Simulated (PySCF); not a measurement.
## Identify the compound

Molecular formula: C7H7N2P. Simulated spectra:

1H NMR (400 MHz, computed): δ 8.56 (m, 1H), 7.81 (m, 1H), 6.65 (m, 1H), 6.54 (m, 1H), 2.83 (m, 3H).

13C{1H} NMR (computed): δ 172.9 (C), 160.2 (C), 128.2 (CH), 122.5 (CH), 115.8 (CH), 109.0 (CH), 20.8 (CH3).

Calculated, not measured (PySCF 2.14.0 with density-fitted response routines): shieldings: GIAO KT2/pcSseg-1, PBE0-D3(BJ)/def2-SVP structure. One averaged value for each set of equivalent atoms, single conformer, relativity neglected, no solvent.

Chemical shifts δ = σref − σ; 1H (σref 31.18) and 13C (σref 183.22) against TMS, all at this level.

Q: Propose a structure and justify it.

A: 
1. 7 carbon signals for 7 carbons: no two carbons are equivalent.
2. Carbon types of the structure: 2 × C, 4 × CH, 1 × CH3, which accounts for all hydrogens.
3. δC 172.9: substituted aromatic carbon next to a ring nitrogen.
4. δC 160.2: ring-fusion aromatic carbon.
5. δC 128.2: aromatic CH next to a ring nitrogen.
6. δC 122.5, 115.8, 109.0: aromatic CH.
7. δC 20.8: methyl carbon on an aromatic ring; aliphatic region, no heteroatom directly attached.
8. δH 8.56: hydrogen on an aromatic CH next to a ring nitrogen; ring current plus the neighbouring ring nitrogen.
9. δH 2.83: hydrogen on a methyl carbon on an aromatic ring; benzylic-type position, deshielded by the ring.

Structure: `Cc1nn2ccccc2p1`.

The data come from this structure; uniqueness wasn't tested.

Splittings by 31P in the carbon and heteronuclear signals aren't shown, as no couplings were computed. Shifts are as computed. Against solution values, carbons near 30 ppm lie about +2 ppm off and those near 130 ppm about -5 ppm. Of 1211 compounds with measured shifts, 218 miss one by over three times the rms of a fit or turn the order of signals round; such compounds aren't used in these exercises. No couplings were computed; multiplicities are counted from neighbouring protons, with m where these are inequivalent, close in shift, in a saturated or five-membered ring or joined by F or P, and br s for small geminal =CH2 splittings.
